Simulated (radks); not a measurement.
Spin polarisation of the 4p2 shell in neutral germanium. Start: [Ar] 3d10 4s2 4p(up 1, down 1); electrons of 4p are moved from spin down to spin up, other shells keep equal spins. Calculated with a radial shooting solver on a logarithmic mesh with Libxc functionals: non-relativistic Kohn-Sham, PBE, spin-polarised, spherical densities, point nucleus.

moment (Bohr magnetons)  E - E(0) (eV)  e(4p up) (eV)  e(4p down) (eV)  4s down minus up (eV)  3d down minus up (eV)
0                                0.000         -3.932           -3.932                  0.000                  0.000
0.5                             -0.046         -4.102           -3.734                  0.365                  0.037
1                               -0.185         -4.245           -3.505                  0.732                  0.074
1.5                             -0.416         -4.361           -3.245                  1.104                  0.111
2                               -0.744         -4.451           -2.935                  1.479                  0.149

At moment 2 the spin-polarisation energy is -0.744 eV and the 4p exchange splitting 1.516 eV, that is 0.758 eV per Bohr magneton; E = -I m^2/4 would give I = 0.744 eV.
